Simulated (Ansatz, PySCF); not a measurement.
Pair of molecules: SiH4 (SMILES [SiH4]) (first 5 atoms) with CH3Cl (SMILES CCl); geometry from B3LYP-D3(BJ)/def2-TZVP, rigid monomers moved along the line of their centres of mass till Si1···Cl7 is 3.27 Å.
(charge 0, multiplicity 1):
```xyz
10

Si    -0.0443    -0.1828     0.2092
H      1.4316    -0.1288     0.2523
H     -0.4952    -0.2017    -1.2028
H     -0.6176     1.0063     0.8782
H     -0.5296    -1.4079     0.8827
C     -1.0117    -0.2123     3.6396
Cl     0.7629    -0.1464     3.3809
H     -1.2000    -0.2012     4.7088
H     -1.4569     0.6547     3.1614
H     -1.3862    -1.1279     3.1924
```

Monomers are frozen at their geometry in the pair; levels with a basis set take the counterpoise correction. Rows marked so take none.

Cores are frozen in the correlated methods. Rows in 6-31G* carry no dispersion term and start afresh at each structure (6-31G* with six Cartesian d functions).

Programs: Ansatz (a first-principles code); PySCF for 6-31G* rows, the dispersion terms. Each number belongs to the level named beside it.

One of these levels gives 3.19 kcal/mol for the interaction energy. Name it.
(A) B3LYP/def2-TZVPPD
(B) SCS-MP2/aug-cc-pV(D+d)Z
(C) HF/6-31G* (no counterpoise)
(D) PBE-D4/def2-TZVPPD

C, HF/6-31G* (no counterpoise). The others give -1.03 (PBE-D4/def2-TZVPPD), 2.20 (B3LYP/def2-TZVPPD), 0.75 (SCS-MP2/aug-cc-pV(D+d)Z)
